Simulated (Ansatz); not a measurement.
Isomers of Na$_{3}$Cl$_{3}$⁺ (doublet), relaxed with B3LYP-D4/def2-SVP; total energies from Ansatz at PBE0-D4/def2-TZVP.

```
isomer                                description  energy (Eh)
     A  point group C2v; 6 × Cl–Na 2.43 to 2.71 Å  -1866.79646
     B  point group C2v; 6 × Cl–Na 2.46 to 2.70 Å  -1866.79428
     C   point group Cs; 7 × Cl–Na 2.58 to 2.71 Å  -1866.80273
     D  point group C2v; 8 × Cl–Na 2.47 to 3.03 Å  -1866.79048
```

The isomers come from a short search, and lower ones may exist.

Question: Work out the relative energies (1 Eh = 2625.5 kJ/mol) and the Boltzmann populations at 298 K from electronic energies alone (R = 8.314 J/mol/K).

Answer: ΔE: A 16.5, B 22.2, C 0.0, D 32.2 kJ/mol. RT = 2.48 kJ/mol. Factors exp(−ΔE/RT): A 0.00129, B 0.00013, C 1, D 2.3e-06; sum 1.001. Populations: A 0.1 %, B 0.0 %, C 99.9 %, D 0.0 %. Zero-point energy, vibrational entropy and symmetry numbers are left out and can shift these; an error of 4 kJ/mol changes a ratio by a factor of 5.0. Over the other density-functional and correlated levels in def2 sets, the gap between C and A ranges from 15 to 27 kJ/mol.
